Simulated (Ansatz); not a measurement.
Reactions of `NB(S)O[SiH3]`.

Calculated with Ansatz (gas phase, PBE0-D4/def2-TZVP geometries, no zero-point term in ΔE). CCSD(T)/CBS is the MP2 limit (def2-TZVPP, def2-QZVPP) plus CCSD(T) − MP2 in def2-TZVPP, frozen cores. This one scheme is used for every species. Functionals use def2-TZVPP. For Se outer-core shells are correlated without core-valence functions, which leaves a few kJ/mol of doubt a bond. Scalar relativity is left out up to krypton. Each species was taken in one conformer, which may not be the lowest.

| reaction | MP2/CBS(def2) (kcal/mol) | PBE-D4 (kcal/mol) | CCSD(T)/CBS(def2) (kcal/mol) |
| --- | --- | --- | --- |
| `NB(S)O[SiH3]` + `CBC=[Se]` → `[SiH3]OBS` + `CB(N)C=[Se]` | -7.2 | -5.9 | -7.4 |
| `NB(S)O[SiH3]` + `[SiH3][SiH3]` → `NB(S)[SiH2][SiH3]` + `O[SiH3]` | 28.0 | 24.1 | 28.0 |
| `NB(S)O[SiH3]` + `CC[Si]C` → `CB(N)O[SiH3]` + `CC[Si]S` | -16.6 | -17.6 | -16.5 |
| `NB(S)O[SiH3]` + `[SiH3][SiH2]S` → `NB(S)S` + `[SiH3]O[SiH2][SiH3]` | 2.5 | 4.1 | 3.1 |

Largest T1 diagnostic: 0.018, for `CBC=[Se]`.
